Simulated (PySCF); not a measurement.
C7H11ClSi.
SMILES with atom numbers: `[CH3:1][CH2:2][C:3]#[C:4][Si:5]1([Cl:6])[CH2:7][CH2:8][CH2:9]1` (hydrogens: H10, H11, H12 on C1; H13, H14 on C2; H15, H16 on C7; H17, H18 on C8; H19, H20 on C9)

Computed with PySCF at PBE0/pcSseg-1, non-relativistic, on one gas-phase PBE0-D3(BJ)/def2-SVP geometry that isn't relaxed in the solvent. The solvent is an IEF-PCM continuum (Bondi radii, 1.10 Å for H, scaled by 1.2). Specific hydrogen bonds and non-electrostatic terms are outside this model.

Gas phase at PBE0/pcSseg-1: HOMO -7.64 eV, LUMO -0.17 eV, dipole 2.79 D.

What does the continuum do to the energy, the frontier levels and the dipole at PBE0/pcSseg-1 in chloroform and acetonitrile?

```csv
solvent,ε,E(solvent) − E(gas) (kJ/mol),polarisation term (kJ/mol),distortion of the solute (kJ/mol),HOMO (eV),LUMO (eV),dipole (D)
chloroform,4.711,-11.94,-13.30,1.36,-7.66,-0.20,3.34
acetonitrile,35.69,-16.42,-19.06,2.64,-7.69,-0.23,3.54
```

Polarisation term: ½ Σ q·V over the induced surface charges. Distortion: the rise of the solute's own energy as its density leaves the gas-phase optimum. From chloroform to acetonitrile the lowering changes by a factor 1.37, Onsager's factor (ε − 1)/(2ε + 1) by 1.35 and ε itself by 7.6.

Which radius a makes the point-dipole formula ΔE = −[(ε − 1)/(2ε + 1)]·μ²/a³ give the value in acetonitrile, with the gas-phase dipole?

μ = 1.096 au and |ΔE| = 0.00625 Eh give a = 2.39 Å; the farthest nucleus lies 4.90 Å from the centroid of the nuclei, so such a sphere wouldn't even hold the nuclei. The formula assumes a rigid point dipole at the centre of a sphere.

Which Hirshfeld charges (PBE0/pcSseg-1) respond most in acetonitrile (means over atoms taken as equivalent)?

```csv
atoms,environment,gas (e),solvent (e),change
Cl6,silicon-bound chlorine,-0.148,-0.171,-0.023
C4,alkyne carbon,-0.188,-0.207,-0.019
H13/H14,methylene hydrogen,+0.058,+0.067,+0.009
Si5,chlorine-bound silicon,+0.387,+0.380,-0.007
H17,methylene hydrogen,+0.040,+0.044,+0.004
H16/H19,methylene hydrogen,+0.041,+0.045,+0.004
H18,methylene hydrogen,+0.042,+0.044,+0.002
H15/H20,methylene hydrogen,+0.041,+0.044,+0.003
```

Which Mayer bond orders change most in acetonitrile?

```csv
bond,length (Å),gas,solvent,change
Si5–Cl6,2.075,0.964,0.917,-0.047
Si5–C7,1.879,0.923,0.938,+0.015
C9–Si5,1.880,0.923,0.938,+0.015
C3–C4,1.220,2.475,2.462,-0.013
C2–H14,1.104,0.913,0.903,-0.010
C2–H13,1.104,0.913,0.905,-0.008
C2–C3,1.455,1.094,1.099,+0.005
C7–H16,1.102,0.936,0.932,-0.004
```

How do the nuclear quadrupole coupling constants eQVzz/h respond in acetonitrile?

```
    nucleus  Q (barn)  gas (MHz)  solvent (MHz)  η gas  η solvent
35Cl at Cl6   -0.0817     -41.01         -39.26   0.07       0.07
```

On Arm Neoverse N1, one thread, shared host, this took 75 s wall. This is the whole shielding run at PBE0/pcSseg-1 in acetonitrile, SCF included.
